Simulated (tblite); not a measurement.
Compound: C2H10OSi2.
Numbering: `[CH3:1][CH2:2][SiH2:3][O:4][SiH3:5]` (hydrogens: H6, H7, H8 on C1; H9, H10 on C2; H11, H12 on Si3; H13, H14, H15 on Si5)

Computed with GFN2-xTB (tblite), gas phase: Langevin dynamics at 400 K from the optimised GFN2-xTB geometry, time step 0.5 fs, friction 0.01 fs⁻¹, 2000 steps.

Start geometry:
```
atom  x, y, z in Å
C1     -2.632   -0.388   -0.211
C2     -1.310    0.370   -0.235
Si3     0.194   -0.786   -0.319
O4      1.527    0.135   -0.339
Si5     3.006    0.770   -0.195
H6     -2.686   -1.036    0.661
H7     -3.478    0.298   -0.179
H8     -2.733   -1.011   -1.097
H9     -1.247    1.002    0.654
H10    -1.306    1.050   -1.091
H11     0.214   -1.568   -1.557
H12     0.276   -1.652    0.861
H13     3.810   -0.137    0.623
H14     3.535    0.892   -1.551
H15     2.826    2.069    0.451
```

The statistics below take the 31 frames saved every 25 fs from 250 to 1000 fs; their kinetic temperature (all 3N coordinates) averages 356 K.

Problem. How do the bond lengths spread?

Solution. 
| bond | start (Å) | mean (Å) | standard deviation (Å) | shortest (Å) | longest (Å) |
| --- | --- | --- | --- | --- | --- |
| C1–C2 | 1.524 | 1.534 | 0.024 | 1.488 | 1.586 |
| C2–Si3 | 1.899 | 1.914 | 0.032 | 1.850 | 1.983 |
| Si3–O4 | 1.620 | 1.630 | 0.038 | 1.541 | 1.727 |
| O4–Si5 | 1.616 | 1.630 | 0.036 | 1.554 | 1.685 |
| C1–H6 | 1.088 | 1.096 | 0.038 | 1.035 | 1.175 |
| C1–H7 | 1.089 | 1.093 | 0.033 | 1.018 | 1.164 |
| C1–H8 | 1.088 | 1.095 | 0.044 | 1.013 | 1.203 |
| C2–H9 | 1.092 | 1.097 | 0.030 | 1.035 | 1.163 |
| C2–H10 | 1.092 | 1.095 | 0.037 | 1.014 | 1.160 |
| Si3–H11 | 1.465 | 1.473 | 0.040 | 1.405 | 1.568 |
| Si3–H12 | 1.466 | 1.478 | 0.058 | 1.376 | 1.601 |
| Si5–H13 | 1.462 | 1.472 | 0.039 | 1.394 | 1.564 |
| Si5–H14 | 1.461 | 1.467 | 0.033 | 1.412 | 1.553 |
| Si5–H15 | 1.462 | 1.467 | 0.025 | 1.418 | 1.531 |

Problem. Give the same statistics for bond angles, one of each kind.

Solution. 
```tsv
angle	start (°)	mean (°)	standard deviation (°)	smallest (°)	largest (°)
C2–C1–H6	110.6	110.9	5.0	102.2	121.9
H6–C1–H7	108.2	107.7	4.6	99.7	119.1
C1–C2–Si3	112.6	113.0	4.6	102.9	121.0
C1–C2–H9	108.9	108.8	5.5	98.3	120.5
Si3–C2–H9	110.0	109.3	5.5	95.4	118.7
H9–C2–H10	106.1	106.5	5.9	97.3	120.1
C2–Si3–O4	107.8	108.3	3.7	100.1	117.2
C2–Si3–H11	111.9	112.0	5.4	101.4	123.0
O4–Si3–H11	106.4	106.2	6.4	94.0	126.0
O4–Si3–H12	107.4	106.5	5.0	98.1	120.5
H11–Si3–H12	111.4	111.7	6.4	100.2	121.0
Si3–O4–Si5	167.2	155.4	9.5	138.6	179.4
O4–Si5–H13	108.0	106.5	4.4	97.6	116.8
O4–Si5–H14	106.3	107.5	5.2	97.3	119.5
```

Problem. How far does each atom move about its mean position (frames aligned on the start, all atoms weighted alike), and what rms force does it feel?

Solution. 
```tsv
atom	rms displacement (Å)	rms force (eV/Å)
C1	0.17	2.15
C2	0.18	1.94
Si3	0.22	1.85
O4	0.38	1.73
Si5	0.15	1.48
H6	0.42	1.25
H7	0.38	1.25
H8	0.43	1.43
H9	0.33	1.05
H10	0.37	1.30
H11	0.46	0.73
H12	0.46	0.99
H13	0.73	0.77
H14	0.66	0.64
H15	0.64	0.50
```

The displacements run from 0.15 to 0.73 Å, the largest at H13.

Problem. Follow the torsion C1–C2–Si3–O4 through every second one of these frames.

Solution. 
```csv
t (fs),C1–C2–Si3–O4 (°)
250,-148
300,-157
350,-152
400,-173
450,173
500,170
550,165
600,176
650,-174
700,-170
750,-178
800,168
850,151
900,141
950,131
1000,127
```

Largest departure from the start value over all these frames: C1–C2–Si3–O4 53° (start 180°).

Problem. How widely does the potential energy scatter, against a harmonic estimate?

Solution. Mean 0.56 eV above the start, standard deviation 0.126 eV, range 0.34 to 0.83 eV. For 39 classical harmonic modes at 400 K the canonical values are 39kT/2 = 0.67 eV and kT·√(39/2) = 0.152 eV.

The run is classical and short, so these are rough statistics of one trajectory.

What follows is the cost of the whole dynamics run. Time: 28 s wall; peak memory 0.18 GiB. Hardware: one thread, AMD EPYC (x86_64) (shared host).
